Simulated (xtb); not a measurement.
HSZn (SMILES [SH][Zn]), doublet, at a GFN2-xTB geometry (such geometries of metal compounds can be far from the true shape) (the spin is typed, not shown lowest); GFN2-xTB run with xtb.

The xtb input:
```
$ xtb mol.xyz --gfn 2 --uhf 1 --json

# file mol.xyz
3

Zn    -0.40899229    -0.71588306    -0.30339505
S      0.67274253     1.30222879     0.48903689
H      1.50588835     0.64083112     1.27726104
```

Problem. Predict the main parts of the log of this xtb run.

Solution. 
```
   ID    Z sym.   atoms
    1   30 Zn     1
    2   16 S      2
    3    1 H      3

           -------------------------------------------------
          |                Calculation Setup                |
           -------------------------------------------------

           -------------------------------------------------
          |                 G F N 2 - x T B                 |
           -------------------------------------------------

          ...................................................
          :                      SETUP                      :
          :.................................................:
          :  # basis functions                  15          :
          :  # atomic orbitals                  14          :
          :  # shells                            6          :
          :  # electrons                         9          :
          :  max. iterations                   250          :
          :  Hamiltonian                  GFN2-xTB          :
          :  restarted?                      false          :
          :  GBSA solvation                  false          :
          :  PC potential                    false          :
          :  electronic temp.          300.0000000     K    :
          :  accuracy                    1.0000000          :
          :  -> integral cutoff          0.2500000E+02      :
          :  -> integral neglect         0.1000000E-07      :
          :  -> SCF convergence          0.1000000E-05 Eh   :
          :  -> wf. convergence          0.1000000E-03 e    :
          :  Broyden damping             0.4000000          :
          :  net charge                          0          :
          :  unpaired electrons                  1          :
          ...................................................

 iter      E             dE          RMSdq      gap      omega  full diag
   1     -4.2901330 -0.429013E+01  0.935E+00    5.32       0.0  T
   2     -4.2870269  0.310614E-02  0.398E+00    5.06       1.0  T
   3     -4.2769742  0.100527E-01  0.462E+00    5.47       1.0  T
   4     -4.3010627 -0.240885E-01  0.353E-01    5.34       1.0  T
   5     -4.3011573 -0.946181E-04  0.226E-01    5.29       1.0  T
   6     -4.3012209 -0.636464E-04  0.506E-02    5.31       1.1  T
   7     -4.3012205  0.480219E-06  0.204E-02    5.31       2.8  T
   8     -4.3012211 -0.647638E-06  0.780E-03    5.31       7.4  T
   9     -4.3012212 -0.472271E-07  0.290E-03    5.31      19.9  T
[...]
         :: total energy              -4.290507885602 Eh    ::
[...]
         9                         -0.0096022              -0.2613
        10                          0.0000368               0.0010
        11                          0.0066379               0.1806
        12                          0.0067438               0.1835
        13                          0.1869662               5.0876
        14                          0.5158693              14.0375
      -------------------------------------------------------------
                  HL-Gap            0.1951175 Eh            5.3094 eV
             Fermi-level           -0.3028870 Eh           -8.2420 eV

     #   Z          covCN         q      C6AA      α(0)
     1  30 Zn       0.790     0.253   300.517    41.156
     2  16 S        1.713    -0.420   159.636    21.268
     3   1 H        0.923     0.167     1.284     1.772

 Mol. C6AA /au·bohr⁶  :        944.499993
 Mol. C8AA /au·bohr⁸  :      58911.371842
 Mol. α(0) /au        :         64.195466

Wiberg/Mayer (AO) data.
largest (>0.10) Wiberg bond orders for each atom

 ---------------------------------------------------------------------------
     #   Z sym  total        # sym  WBO       # sym  WBO       # sym  WBO
 ---------------------------------------------------------------------------
     1  30 Zn   0.864 --     2 S    0.841
     2  16 S    1.790 --     3 H    0.949     1 Zn   0.841
     3   1 H    0.972 --     2 S    0.949
 ---------------------------------------------------------------------------

Topologies differ in total number of bonds
Writing topology from bond orders to xtbtopo.mol

molecular dipole:
                 x           y           z       tot (Debye)
 q only:       -0.255      -1.175      -0.131
   full:       -0.182      -1.163      -0.067       2.998
molecular quadrupole (traceless):
                xx          xy          yy          xz          yz          zz
 q only:        1.393      -0.712      -2.596       1.147      -0.407       1.203
  q+dip:        1.985      -1.461      -3.859       1.268      -0.925       1.874
   full:        2.194      -2.041      -4.246       1.766      -1.430       2.052

           -------------------------------------------------
          | TOTAL ENERGY               -4.290507885602 Eh   |
          | GRADIENT NORM               0.000037866496 Eh/α |
          | HOMO-LUMO GAP               5.309418498951 eV   |
           -------------------------------------------------

normal termination of xtb
```
